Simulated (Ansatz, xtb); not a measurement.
## C5H8OSi: which of two isomers lies lower

We compare X, `OC1=C([SiH3])CC=C1`, a singlet, with Y, `OC1=C[C@@H]([SiH3])C=C1`, a singlet. Both are isolated molecules in the gas phase, relaxed with B3LYP/def2-SVP; the shapes shown needn't be the lowest conformers.

X (Å):

```yaml
atoms:
  - { symbol: C, position_ang: [-1.0104, -0.3414, 1.7533] }
  - { symbol: C, position_ang: [-2.1315, -0.2968, 0.9649] }
  - { symbol: C, position_ang: [-2.9811, 0.8447, 1.4910] }
  - { symbol: C, position_ang: [-2.1902, 1.4008, 2.6436] }
  - { symbol: C, position_ang: [-1.0456, 0.7012, 2.7846] }
  - { symbol: O, position_ang: [0.0495, -1.1696, 1.7012] }
  - { symbol: Si, position_ang: [-2.5258, -1.4116, -0.4593] }
  - { symbol: H, position_ang: [-0.0688, -1.7994, 0.9739] }
  - { symbol: H, position_ang: [-2.6672, -0.6821, -1.7568] }
  - { symbol: H, position_ang: [-3.7779, -2.2037, -0.2583] }
  - { symbol: H, position_ang: [-1.3925, -2.3858, -0.6081] }
  - { symbol: H, position_ang: [-3.9833, 0.5099, 1.8227] }
  - { symbol: H, position_ang: [-3.1672, 1.6231, 0.7254] }
  - { symbol: H, position_ang: [-2.5156, 2.2432, 3.2561] }
  - { symbol: H, position_ang: [-0.2548, 0.8479, 3.5213] }
```

Y (Å):

```xyz
15

C    -1.6080    1.3503    0.7733
C    -2.2672    0.2868    0.2280
C    -2.7680   -0.5758    1.3473
C    -2.3824    0.1809    2.5804
C    -1.6779    1.2859    2.2289
O    -0.9520    2.3678    0.1702
Si   -1.8478   -2.2570    1.3203
H    -0.9984    2.2543   -0.7885
H    -2.3927    0.0668   -0.8330
H    -3.8476   -0.8124    1.2995
H    -2.2985   -3.1156    2.4580
H    -0.3798   -2.0285    1.4176
H    -2.1606   -2.9758    0.0489
H    -2.6205   -0.1414    3.5952
H    -1.2242    2.0240    2.8914
```

Quicker runs give these differences E(Y) − E(X): GFN2-xTB +2.88 kJ/mol; HF/STO-3G +11.92 kJ/mol (at GFN2-xTB geometries); r2SCAN-D4/def2-SVP +9.16 kJ/mol (at GFN2-xTB geometries).

Estimate E(Y) − E(X) at the level CCSD(T)/def2-SVP + ΔMP2/def2-TZVPP.

Too close to call at this level: CCSD(T)/def2-SVP + ΔMP2/def2-TZVPP gives E(Y) − E(X) = +6.36 kJ/mol.

The same difference at several levels:

```
                             level        geometry  E(Y) − E(X) (kJ/mol)  departure from the last row (kJ/mol)  job, with rough time for the two
                          GFN2-xTB        GFN2-xTB                   +2.88                                 −3.48              optimisation, 0.14 s
                         HF/STO-3G        GFN2-xTB                  +11.92                                 +5.56              single point, 0.42 s
                r2SCAN-D4/def2-SVP        GFN2-xTB                   +9.16                                 +2.80               single point, 3.2 s
                    B3LYP/def2-SVP  B3LYP/def2-SVP                  +11.19                                 +4.83                optimisation, 37 s
                       HF/def2-SVP  B3LYP/def2-SVP                  +14.63                                 +8.27           part of the CCSD(T) run
                      MP2/def2-SVP  B3LYP/def2-SVP                   +4.31                                 −2.05           part of the CCSD(T) run
                  CCSD(T)/def2-SVP  B3LYP/def2-SVP                   +8.80                                 +2.44                      single point
CCSD(T)/def2-SVP + ΔMP2/def2-TZVPP  B3LYP/def2-SVP                   +6.36                                                      single point, 50 s
```

As drawn, both hold the same kinds of bond in the same numbers.

The largest departure from CCSD(T)/def2-SVP + ΔMP2/def2-TZVPP is that of HF/def2-SVP, 8.27 kJ/mol. The last row adds to CCSD(T) the change of the MP2 difference between the two basis sets, here −2.44 kJ/mol.

With thermal terms from frequencies at re-optimised GFN2-xTB minima (ideal gas, soft modes damped towards free rotors, one conformer each, 298.15 K, 1 atm): on the last row, ΔE + ΔZPE = +6.80, ΔH = +6.22, ΔG = +7.73 kJ/mol.

The correlated steps freeze 11 core orbitals. Mirror images aren't counted in ΔG. Codes used: Ansatz 0.2.0, xtb 6.7.1; the last row on 2 threads of Intel(R) Xeon(R) 6975P-C (Granite Rapids) on a shared host.
